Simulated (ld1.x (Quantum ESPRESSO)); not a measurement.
## manganese PAW: all-electron and pseudo phase curves

manganese, PAW, made with ld1.x (Quantum ESPRESSO) 7.5 (PBE, fully relativistic). Core [Ne] 3s2, reference 3p6 3d5 4s1.75 4p0.25. Waves: 4s (bound): rcut 2.40, rcutus 2.80 bohr; 4s channel at 2 Ry: rcut 2.40, rcutus 2.80 bohr; 3p (bound): rcut 1.25, rcutus 1.35 bohr; 4p (bound): rcut 1.25, rcutus 1.35 bohr; 3d (bound): rcut 0.85, rcutus 1.15 bohr; 3d channel at 1.4 Ry: rcut 0.85, rcutus 1.15 bohr. Local part: all-electron potential smoothed inside 1.00 bohr (lloc = -2). Core correction: Bessel-smoothed model core inside 1.10 bohr. Augmentation charge: PSQ, inside the norm-conserving radii.

Open shells are filled in proportion to 2j + 1 (rel_dist='average').

The phase is arctan(r·u′/u) with u = r·R(r), unwrapped; energies in Ry, scanned from -6 to 5 Ry. A pole is an energy at which the radial function vanishes at the test radius. The pseudo phase is shifted by a multiple of π to meet the all-electron one at the reference energy, and phase errors are pseudo minus all-electron; the curves can meet again beyond the range given. Levels narrower than the energy grid can be missing from the lists of poles.

```
channel  radius (bohr)  reference energy (Ry)  poles, all-electron  poles, pseudo  unbroken range about the reference energy with phases within 0.05 rad  phase error 1 Ry above the reference energy (rad)
      s           3.04                  -0.40                 0.70           0.70                                                        the whole range                                             +0.000
   d3/2           3.04                  -0.53          -0.46, 2.92    -0.46, 2.92                                                        the whole range                                             +0.000
   d5/2           3.04                  -0.52          -0.45, 2.92    -0.45, 2.92                                                        the whole range                                             +0.000
```

The ghost test of this file was not conclusive.

Phases in the d3/2 channel:

```csv
E (Ry),all-electron,pseudo
-6.00,1.438,1.438
-5.74,1.435,1.435
-5.48,1.431,1.431
-5.22,1.428,1.428
-4.96,1.424,1.424
-4.70,1.420,1.420
-4.44,1.416,1.416
-4.18,1.411,1.411
-3.92,1.406,1.406
-3.66,1.401,1.401
-3.40,1.395,1.395
-3.14,1.387,1.387
-2.88,1.379,1.379
-2.62,1.370,1.370
-2.36,1.360,1.360
-2.10,1.347,1.347
-1.84,1.331,1.331
-1.58,1.312,1.312
-1.32,1.284,1.284
-1.06,1.240,1.240
-0.80,1.131,1.131
-0.54,-1.069,-1.068
-0.28,-1.792,-1.792
-0.02,-1.905,-1.905
0.24,-2.010,-2.010
0.50,-2.166,-2.166
0.76,-2.462,-2.461
1.02,-3.081,-3.080
1.28,-3.832,-3.832
1.54,-4.237,-4.237
1.80,-4.430,-4.430
2.06,-4.539,-4.539
2.32,-4.610,-4.610
2.58,-4.661,-4.661
2.84,-4.702,-4.702
3.10,-4.737,-4.737
3.36,-4.770,-4.770
3.62,-4.803,-4.803
3.88,-4.840,-4.839
4.14,-4.883,-4.883
4.40,-4.942,-4.941
4.66,-5.030,-5.027
4.92,-5.186,-5.181
```
